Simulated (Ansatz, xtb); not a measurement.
**C6H6Se: which of two isomers lies lower**

We compare a, `C=c1ccc(=C)[se]1`, a singlet, with b, `C=Cc1ccc[se]1`, a singlet. Both are isolated molecules in the gas phase, relaxed with PBE-D3(BJ)/def2-SVP; each stands in its lowest conformer found.

Energies in hartree; the thermal terms are from GFN2-xTB frequencies at re-optimised GFN2-xTB minima (ideal gas, soft modes damped towards free rotors, one conformer each, 298.15 K, 1 atm) and include the zero-point energy:

```
                               a            b
E, CCSD(T)/def2-SVP  −2631.125209  −2631.138793
    E, MP2/def2-SVP  −2631.035475  −2631.055061
  E, MP2/def2-TZVPP  −2631.792652  −2631.811694
  zero-point energy      0.094382      0.095105
       H(298 K) − E      0.102408      0.102987
       G(298 K) − E      0.063218      0.063181
```

**Question.** Correct the CCSD(T) difference for the basis set by the MP2 change, then work out ΔE, ΔE₀, ΔH and ΔG for a → b in kJ/mol (1 Eh = 2625.50 kJ/mol) and the equilibrium ratio [b]/[a].

**Answer.** 1. Differences b − a: CCSD(T) −0.013584, MP2 in the small set −0.019586, MP2 in the large set −0.019042 Eh.
2. ΔE = −0.013584 + (−0.019042 − (−0.019586)) = −0.013040 Eh = −34.24 kJ/mol.
3. ΔE₀ = ΔE + ΔZPE = −0.013040 + (+0.000723) Eh = −32.34 kJ/mol.
4. ΔH = ΔE + (+0.000579) Eh = −32.72 kJ/mol.
5. ΔG = ΔE + (−0.000037) Eh = −34.33 kJ/mol, so ΔS = (ΔH − ΔG)/T = +5.4 J/(mol K).
6. kT = 0.9442 mEh, so K = [b]/[a] = exp(−ΔG/kT) = exp(+13.85) ≈ 1.0 × 10^6.

Structure b is favoured at this temperature. An error of 4 kJ/mol in ΔG would change K by a factor of 5. Mirror images and further conformers aren't counted.

As drawn, b has 3 C∷C, 2 C∷Se in place of 2 C=C, 1 C–C, 2 C–Se (∷ is an aromatic bond). Structure a has a 5-membered ring, b a 5-membered ring (with an aromatic ring).

Other levels gave ΔE = −36.8 (GFN2-xTB); −32.1 (HF/STO-3G, GFN2-xTB geometries); −35.7 (r2SCAN-D4/def2-SVP, GFN2-xTB geometries); −35.5 (PBE-D3(BJ)/def2-SVP); −28.2 (HF/def2-SVP); −51.4 (MP2/def2-SVP); −35.7 (CCSD(T)/def2-SVP) kJ/mol. The correlated steps freeze 15 core orbitals; the filled d shell of Se is correlated, in a basis made for valence electrons. Programs: Ansatz 0.2.0, xtb 6.7.1.
